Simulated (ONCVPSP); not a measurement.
**Cutoff test, bismuth (Bi), ONCV**

Bi (Z = 83), optimised norm-conserving Vanderbilt (ONCV), made with ONCVPSP 4.0.1 (PBEsol, scalar-relativistic). Core [Kr] 4d10 4f14, reference 5s2 5p6 5d10 6s2 6p3. Waves: 5s+6s: rc 1.25 bohr, ncon 3, nbas 7, qcut 9.5 1/bohr, 2 projectors; 5p+6p: rc 1.70 bohr, ncon 4, nbas 8, qcut 8.8 1/bohr, 2 projectors; 5d: rc 1.35 bohr, ncon 5, nbas 8, qcut 8.3 1/bohr, 2 projectors, debl 3.8 Ha. Local part: polynomial inside 1.05 bohr (lpopt 5, dvloc0 0 Ha). Core correction: none.

For each optimised wave give the share of its norm inside rc, the residual kinetic energy above qcut (Ha) and the cutoffs (Ha) for errors of 10, 1, 0.1 and 0.01 mHa per electron.

```
         wave  norm inside rc  residual KE  10 mHa  1 mHa  0.1 mHa  0.01 mHa
           5s           0.932      1.3e-05    28.9   35.4     40.4      50.8
           6s           0.074      1.2e-05    26.6   34.5     40.4      47.3
           5p           0.978      2.3e-08    16.3   20.4     23.9      26.8
           6p           0.081      3.4e-07    12.3   16.3     19.6      30.0
           5d           0.658      2.6e-04    20.8   25.8     92.0     122.2
d projector 2           0.067      8.1e-05    20.4   25.6     31.5      88.8
```

The occupied waves need 35 Ha and 92 Ha for 1 and 0.1 mHa.
